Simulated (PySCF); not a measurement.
**Mo(NH)2Cl2: computed shieldings and shifts**

Mo(NH)2Cl2, Cl2H2MoN2, point group C2v.

Geometry:
```tsv
atom	x (Å)	y (Å)	z (Å)
Mo1	-0.387	0.034	-0.293
N2	-0.435	-0.080	1.412
H3	-0.019	-0.158	2.340
N4	1.247	0.017	-0.789
H5	2.252	-0.027	-0.626
Cl6	-1.278	2.050	-0.898
Cl7	-1.380	-1.836	-1.145
```

GIAO calculations in PySCF 2.14 on the PBE0-D3(BJ)/def2-SVP structure: isolated species, scalar relativity only through the core potential, equivalent atoms averaged; basis pcSseg-1 (def2-TZVP on Mo).

**Question.** Give the isotropic shieldings (ppm) with KT2, PBE0.

**Answer.** 
| atoms | environment | KT2 | PBE0 |
| --- | --- | --- | --- |
| Cl6/Cl7 | chlorine bonded to Mo | 593 | 638 |
| N2/N4 | nitrogen bonded to Mo, H | -157.5 | -205.9 |
| H3/H5 | hydrogen on a nitrogen bonded to Mo | 21.31 | 20.99 |
| HOMO–LUMO gap (eV) | – | 3.54 | 5.64 |

**Question.** And the chemical shifts, against references computed in the same way?

**Answer.** 
| atoms | nucleus, reference | KT2 | PBE0 |
| --- | --- | --- | --- |
| Cl6/Cl7 | ³⁵Cl, HCl | 350 | 306 |
| N2/N4 | ¹⁵N, NH3 | 421.9 | 471.5 |
| H3/H5 | ¹H, TMS | 9.87 | 10.27 |

**Question.** Which part of the shielding of Cl6/Cl7 depends on the functional?

**Answer.** Diamagnetic: KT2 1149, PBE0 1148 ppm; paramagnetic: KT2 -557, PBE0 -510 ppm. The diamagnetic part, set mainly by inner electrons, hardly moves; the paramagnetic part goes with low-lying magnetically allowed excitations and carries the spread.

Mo is described by an effective core potential, so it has no shielding of its own here; spin–orbit effects on the atoms bonded to it, which can be large, are absent, and the values of these neighbours are rough. Experimental scales use liquid or dissolved standards, which lie at an offset from isolated NH3 (liquid NH3: subtract about 20 ppm). Unscaled 15N shifts of sp2 nitrogen come out 20 to 40 ppm too high even then.
